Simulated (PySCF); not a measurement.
Input for PySCF: R-BP86/6-31G* on C3H10S (a complex), monomers drawn apart or pushed together.

```python
from pyscf import gto, scf, dft, mp
from pyscf.data.elements import chemcore

mol = gto.M(
    atom='''
    C    -0.52661779    0.55891932    0.23314063
    C     0.54676888   -0.52324371    0.16283820
    H    -1.27738849    0.42071560   -0.54716794
    H    -0.09607454    1.55381185    0.10066624
    H    -1.04303410    0.54068347    1.19447895
    H     0.11664766   -1.51697165    0.30424052
    H     1.30963341   -0.38017185    0.93139916
    H     1.05493797   -0.52025542   -0.80339771
    C     0.83582337    0.88121186    3.50362987
    S    -0.32087655   -0.50815450    3.72969199
    H     0.70786017    1.34605074    2.52856508
    H     0.59035729    1.60879020    4.27530751
    H     1.86701933    0.56201230    3.63833883
    H     0.14602774   -1.27439351    2.73134605
    ''',
    basis='6-31g*',
    cart=True,
    charge=0, spin=0, verbose=3, max_memory=1800)
mf = dft.RKS(mol, xc='b88,p86')
mf.conv_tol = 1e-8
mf.max_cycle = 100
mf.kernel()
if not mf.converged:
    mf = mf.newton().run(mf.mo_coeff, mf.mo_occ)
```

Program output:

```
converged SCF energy = -518.534689807139
```

The run converged.

Cost: around 9 core-seconds (rough).
